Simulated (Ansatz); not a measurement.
Basis-set extrapolation for BH8NSi2 (`B[SiH2]N[SiH3]`) (PBE0-D4/def2-TZVP geometry, frozen core, the Gaussian-basis code of Ansatz). Multiplicity 1, RHF reference.

|  | def2-TZVPP | def2-QZVPP |
| --- | --- | --- |
| HF | -661.725128 | -661.747862 |
| MP2 correlation | -0.562627 | -0.602610 |
| CCSD(T) correlation | -0.646506 | not run |

Energies in hartree. Use E(X) = E(∞) + A·exp(−7.88·√X) for Hartree–Fock and E(X) = E(∞) + B·X^(−2.97) for correlation, with X = 3 and 4, and add CCSD(T) minus MP2 of the smaller set to the MP2 limit.

**Question.** What is the CCSD(T) energy at the basis-set limit?

**Answer.** HF limit: -661.747862 + (-0.022734) × 0.13774 = -661.75099. MP2 limit: -0.602610 + (-0.039983) × 0.74074 = -0.63223. Higher-order term: -0.646506 − (-0.562627) = -0.08388. Total: -662.46710 hartree, 250.6 kJ/mol below CCSD(T)/def2-TZVPP.
